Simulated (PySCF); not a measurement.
C6H11N3.
Numbering: `[CH3:1][CH2:2][c:3]1[n:4][n:5][c:6]([CH3:7])[n:8]1[CH3:9]`

Probes without a nucleus sit at each ring's centroid and 1 Å off its mean plane on both sides; NICS is minus the shielding there, NICSzz its component along the normal. Level: GIAO B97-2/pcSseg-1 (PySCF, non-relativistic, gas phase) on the PBE0-D3(BJ)/def2-SVP geometry, one conformer.

Ring bond lengths (Å): C3–N4 1.309, N4–N5 1.357, N5–C6 1.308, C6–N8 1.371, N8–C3 1.372.

Question: Give the NICS values of each ring in ppm.

Answer: 
```tsv
ring	type	NICS(0)	NICS(1), two faces	NICS(1)zz, two faces	rms pucker (Å)	centre to ring atoms, mean (Å)
C3–N4–N5–C6–N8	5-membered ring with 3 N; formal bonds all aromatic	-11.0	-10.9 / -10.9	-27.5 / -27.8	0.00	1.14
```

Question: What can be read from them?

Answer: 
- C3–N4–N5–C6–N8: mean NICS(1)zz -27.6 ppm, shielded. The ring is flat and has no four-coordinate atom; by the NICS criterion it is aromatic.

Question: How equal are the bonds by HOMA? HOMA = 1 − mean of α(R − Ropt)² over the ring bonds, with Krygowski's 1993 parameters (CN: Ropt 1.334 Å, α 93.52 Å⁻²; NN: Ropt 1.309 Å, α 130.33 Å⁻²).

Answer: 
- C3–N4–N5–C6–N8: HOMA 0.86; the largest term is that of N4–N5, α(R − Ropt)² = 0.30. The geometric and the magnetic index point the same way.

Question: What is the mean of the two in-plane components of NICS at the second NICS(1) probe listed for ring C3–N4–N5–C6–N8, 1 Å off the ring?

Answer: The isotropic value is a third of the trace: (3 × -10.9 − (-27.8))/2 = -2.5 ppm.

Question: List the ring angles.

Answer: 
- C3–N4–N5–C6–N8: C3 109.4°, N4 108.2°, N5 108.0°, C6 109.7°, N8 104.7°; sum 540.0° against 540° for a flat convex ring.

Question: How do the values depend on the level or the medium?

Answer: 
```json
{"level": "B97-2/pcSseg-1, gas", "NICS(0), C3–N4–N5–C6–N8": "-11.0", "mean NICS(1)zz, C3–N4–N5–C6–N8": "-27.6"}
{"level": "PBE0/pcSseg-1, gas", "NICS(0), C3–N4–N5–C6–N8": "-11.0", "mean NICS(1)zz, C3–N4–N5–C6–N8": "-27.8"}
{"level": "PBE0/pcSseg-1, IEF-PCM acetonitrile", "NICS(0), C3–N4–N5–C6–N8": "-10.8", "mean NICS(1)zz, C3–N4–N5–C6–N8": "-27.6"}
{"level": "PBE0/pcSseg-1, IEF-PCM tetrahydrofuran", "NICS(0), C3–N4–N5–C6–N8": "-10.8", "mean NICS(1)zz, C3–N4–N5–C6–N8": "-27.6"}
```

The geometry is the same throughout; the continuum's cavity takes Bondi-type radii × 1.2.

Conformer computed: `[CH3:1][CH2:2][c:3]1[n:4][n:5][c:6]([CH3:7])[n:8]1[CH3:9]`: C1–C2–C3–N4 -103°.
